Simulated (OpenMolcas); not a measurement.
## Ce3+: moving the ligands

Ce3+ with its 6 nearest fluoride ions at 2.27 Å, on the Y site of Cs2NaYF6 (a = 9.075 Å, distance in the model lattice 2.178 Å). The rest of the host is ab initio model potentials to 7.6 Å, with orthogonalisation functions on the cations behind the ligands, and point charges beyond; the distance is set by hand and nothing relaxes. Ligand basis ANO-RCC-VDZP.
```
Ce    0.0000    0.0000    0.0000
F     2.2700    0.0000    0.0000
F     0.0000    2.2700    0.0000
F    -2.2700    0.0000    0.0000
F     0.0000   -2.2700    0.0000
F     0.0000    0.0000    2.2700
F     0.0000    0.0000   -2.2700
```

```yaml
Program: OpenMolcas 26.06
Method: "SS-CASPT2, IPEA 0.25 Eh, imaginary shift 0.1 Eh (closed shells correlated: 5s 5p and the ligand valence shells)"
Basis: ANO-RCC-VDZP [7s6p4d2f1g]
Scalar_Hamiltonian: DKH2, point nucleus
Active_space: 1 electron in 7 orbitals (4f)
State_averaging: 2S+1 = 2 odd, 7 roots
Spin-orbit_coupling: RASSI with atomic mean-field integrals over the reference wave functions
```

Runs around this geometry, states (labels of O, the rotations of Oh). Energies in cm-1 above the lowest state or level, χT in cm3 K/mol.

```
R (Å)  Ground state  First state of that spin  First gap with spin-orbit (degeneracies)  Width of lowest J  χT at 300 K
2.178           2A2                   2T2 900                               1380 (2, 4)               1381        0.299
 2.27           2A2                   2T2 620                               1120 (2, 4)               1118        0.359
 2.32           2A2                   2T2 510                                990 (2, 4)                991        0.395
```

Taking the width of the lowest J multiplet as R^-n, n = -ln(991 / 1381) / ln(2.32 / 2.178) = 5.3 between the shortest and longest distance.

Roots that are degenerate in the reference are averaged as groups; the widest CASPT2 spread within a group is 110 cm-1 (the 3-fold group of multiplicity 2 near 2090 cm-1 above the lowest state of its run, R = 2.32). Shifts and gaps below about the spread of the groups concerned are not significant. Over all roots computed the reference weight is 0.73 in R = 2.178, 0.73 in R = 2.27, 0.73 in R = 2.32; a low but even weight reflects the number of correlated electrons. Splittings of an f shell from a small cluster at a set distance can be off by tens of per cent, mostly too small. No measured value stands beside these numbers; the geometry was set by hand and not optimised.
